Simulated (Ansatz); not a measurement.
Reaction (substitution at a C–C bond): `C[CH](C)[Ge][NH2]` + `[CH3][In]([OH])[Cl]` → `C[O][In]([CH3])[Cl]` + `C[CH2][Ge][NH2]`

Isolated molecules relaxed with PBE0-D4/def2-TZVP in Ansatz; ΔE leaves out vibrations. CCSD(T)/CBS is the MP2 limit (def2-TZVPP, def2-QZVPP) plus CCSD(T) − MP2 in def2-TZVPP, frozen cores. Functionals use def2-TZVPP. B3LYP here is the variant with VWN-RPA as its local correlation; programs differ in this. Elements past krypton have def2 core potentials. For Ge, In outer-core shells are correlated without core-valence functions, which leaves a few kJ/mol of doubt a bond. Scalar relativity is left out up to krypton. One conformer a species, not always the lowest.

`C[CH](C)[Ge][NH2]`:

Cartesian coordinates in Å:
```
C 1.488 -0.015 -0.101
C 0.259 -0.463 0.677
C -0.532 0.720 1.219
Ge -0.929 -1.701 -0.398
N -1.287 -0.535 -1.746
H 2.153 0.593 0.523
H 2.075 -0.860 -0.473
H 1.218 0.596 -0.968
H 0.591 -1.073 1.526
H -0.896 1.365 0.413
H -1.406 0.406 1.799
H 0.085 1.344 1.877
H -0.936 0.408 -1.829
H -1.884 -0.786 -2.517
```

`[CH3][In]([OH])[Cl]`:

```xyz
8

C     1.316   -0.357   -0.110
In   -0.681    0.153    0.432
O    -2.205    0.682   -0.711
Cl   -1.402    0.152    2.645
H     1.741    0.432   -0.730
H     1.909   -0.479    0.795
H     1.310   -1.290   -0.674
H    -1.988    0.706   -1.647
```

`C[O][In]([CH3])[Cl]`:

```xyz
11

C     0.057   -1.638    1.748
O     0.030   -0.318    1.268
In   -0.012    0.172   -0.639
C    -0.061    2.142   -1.424
Cl    0.002   -1.766   -1.955
H     0.947   -1.788    2.371
H     0.073   -2.393    0.953
H    -0.825   -1.826    2.371
H    -0.988    2.278   -1.981
H     0.783    2.274   -2.101
H    -0.006    2.864   -0.612
```

`C[CH2][Ge][NH2]`:

Z-matrix (Å, degrees):
```
C
C 1 1.528
H 1 1.094 2 111.5
H 1 1.094 2 112.0 3 120.3
H 1 1.095 2 111.7 3 -119.8
Ge 2 2.010 1 110.0 3 63.2
H 2 1.095 1 110.8 3 -58.8
H 2 1.094 1 110.0 3 -177.1
N 6 1.819 2 95.7 1 -88.8
H 9 1.009 6 125.3 2 -2.8
H 9 1.007 6 122.4 2 176.7
```

```json
{"level": "PBE-D4", "ΔE (kcal/mol)": "11.1"}
{"level": "B3LYP-D4", "ΔE (kcal/mol)": "10.3"}
{"level": "ωB97M-V", "ΔE (kcal/mol)": "11.6"}
{"level": "B2PLYP", "ΔE (kcal/mol)": "10.6"}
{"level": "PBE", "ΔE (kcal/mol)": "10.3"}
{"level": "B3LYP", "ΔE (kcal/mol)": "9.0"}
{"level": "CCSD(T)/def2-TZVPP", "ΔE (kcal/mol)": "12.0"}
{"level": "HF/CBS(def2)", "ΔE (kcal/mol)": "7.9"}
```

(1) What does CCSD(T)/CBS give? (Best estimate.)

Largest T1 diagnostic among the species: 0.014.

Answers

(1) Ansatz gave: +12.4 kcal/mol. The listed levels differ from it by -1.3, -2.1, -0.8, -1.8, -2.1, -3.4, -0.4, -4.5 kcal/mol.

The D4 term adds +1.3 kcal/mol with B3LYP and +0.7 kcal/mol with PBE0; it sums over pairs of atoms, weighted by their polarisabilities, and B3LYP, whose exchange is more repulsive, gets the larger term. In def2-TZVPP, CCSD(T) changes the Hartree–Fock value by +4.0 kcal/mol (the triples alone add +0.4 kcal/mol) and MP2 by +5.6 kcal/mol.
